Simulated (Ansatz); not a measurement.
Calculated with Ansatz (gas phase, PBE0-D4/def2-TZVP geometries, no zero-point term in ΔE). CCSD(T)/CBS adds triple-zeta CCSD(T) − MP2 to the extrapolated MP2 energy (def2 sets, frozen cores). This one scheme is used for every species. DFT in def2-TZVPP. B3LYP here is the variant with VWN-RPA as its local correlation; programs differ in this. For Ge outer-core shells are correlated without core-valence functions, which leaves a few kJ/mol of doubt a bond. Scalar relativity is left out up to krypton. One conformer a species, not always the lowest.

Consider the ligand exchange at a Ge–C bond: `[CH3][GeH2][CH]=O` + H–F → `[CH3][GeH2][F]` + `C=O`.

CCSD(T)/CBS gives -19.0 kcal/mol.

**Question.** Another level gave -18.3 kcal/mol. Which?
A. B3LYP-D4/def2-TZVPP
B. PBE0-D4/def2-TZVPP
C. HF/def2-TZVPP
D. B3LYP/def2-TZVPP

**Answer.** B. PBE0-D4 -18.3, B3LYP-D4 -20.3, B3LYP -21.9, HF/def2-TZVPP -26.9 kcal/mol.

Largest T1 diagnostic among the species: 0.015.

From PBE to PBE0 (25 % exact exchange), in def2-TZVPP and without D4, ΔE moves by −0.8 kcal/mol. In def2-TZVPP, CCSD(T) changes the Hartree–Fock value by +7.5 kcal/mol (the triples alone add +0.9 kcal/mol) and MP2 by +7.5 kcal/mol.
